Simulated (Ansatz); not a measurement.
The lowest singlet and triplet of AsH (SMILES [AsH]); geometries from B3LYP-D3(BJ)/def2-TZVP, each state relaxed from the structure named, with no frequency check, low spin by broken symmetry.
Singlet (charge 0, multiplicity 1):
```xyz
2

As     0.00000     0.00000    -0.04515
H      0.00000     0.00000     1.48997
```
Triplet (charge 0, multiplicity 3):
```xyz
2

As     0.000     0.000    -0.045
H      0.000     0.000     1.490
```

A positive gap puts the triplet lower; no zero-point energy. R- takes a restricted singlet, here one determinant of a half-filled degenerate or near-degenerate pair, which mixes singlet states. U- takes an unrestricted singlet (broken symmetry where lower, unprojected). The triplet is unrestricted in single-reference levels.

Correlated levels freeze the cores. Filled d and f shells under p-block atoms count as core.

Codes used: Ansatz (a program for electronic structure) with Gaussian orbitals. Values without a source in brackets are computed.

Problem. One of these levels gives 29.79 kcal/mol for the gap E(singlet) − E(triplet), adiabatic. Name it.
(A) R-HF/cc-pVTZ
(B) R-MP2/cc-pVQZ
(C) U-r2SCAN/def2-TZVPP (spin-contaminated)
(D) R-B3LYP/def2-TZVPP

Solution. D, R-B3LYP/def2-TZVPP. The others give 43.82 (R-HF/cc-pVTZ), 7.33 (U-r2SCAN/def2-TZVPP (spin-contaminated)), 32.66 (R-MP2/cc-pVQZ)

Doubts at one or more of the structures used: a restricted determinant that unrestricted orbitals would lower (R-HF/cc-pVTZ, R-B3LYP/def2-TZVPP, R-MP2/cc-pVQZ).
